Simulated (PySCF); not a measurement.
## Ce(BH4)4 at several levels of theory

Computed with PySCF 2.14.0 (density fitting, no spin-orbit coupling) at the geometry relaxed with B3LYP:

```xyz
21
Ce(BH4)4 (singlet)
Ce    0.0000    0.0000   -0.0556
B     1.4900    1.3759    1.3849
H     2.2102    2.0361    2.0840
H     1.4166    0.1726    1.7379
H     1.8502    1.3434    0.1824
H     0.3024    1.7839    1.3615
B    -1.4900   -1.3759    1.3849
H    -2.2102   -2.0361    2.0840
H    -1.4166   -0.1726    1.7379
H    -1.8502   -1.3434    0.1824
H    -0.3023   -1.7839    1.3615
B     1.3809   -1.4956   -1.4888
H     2.0422   -2.2234   -2.1791
H     1.7421   -1.4834   -0.2862
H     0.1634   -1.8035   -1.4628
H     1.4091   -0.2942   -1.8536
B    -1.3809    1.4956   -1.4888
H    -2.0421    2.2234   -2.1791
H    -1.7421    1.4834   -0.2862
H    -0.1633    1.8035   -1.4628
H    -1.4090    0.2942   -1.8536
```

```
 level                                              basis    state  HOMO (eV)  gap (eV)  charge on Ce1 (e)  population of f-type functions on Ce1 (polarisation alone where 4f lies in the core)  dipole about the centre of mass (D)  largest force component (eV/Å)
 B3LYP  Ce lcecp-2-SVP with ECP46, B def2-SVP, H def2-SVP  singlet          –         –               0.73                                                                                  0.13                                 0.00                            0.02
  BLYP                                           the same  singlet          –         –               0.47                                                                                  0.13                                 0.00                            0.10
  BP86                                           the same  singlet          –         –               0.52                                                                                  0.13                                 0.00                            0.17
revPBE                                           the same  singlet          –         –               0.56                                                                                  0.13                                 0.00                            0.17
```

In the lcecp rows the 4f levels are missing from HOMO and gap, and the state counts the valence alone.

Charges are Mulliken's, which hang on the basis. The relaxation used the grid (50, 194), these runs (75, 302) or, all-electron (x2c bases, spin-free X2C Hamiltonian), (99, 590).

Problem. What does r2SCAN with Ce lcecp-2-SVP with ECP46, B def2-SVP, H def2-SVP give here?

Solution. state singlet, charge on Ce1 (e) 0.84, population of f-type functions on Ce1 (polarisation alone where 4f lies in the core) 0.13, dipole about the centre of mass (D) 0.00, largest force component (eV/Å) 0.08. Time: 21 s on 4 threads of Arm Neoverse V2, with other jobs on the host, from an already converged density.

No frequency check is given that shows the relaxed geometry to be a minimum, and it was reached by following one of several unstable modes of a saddle point.
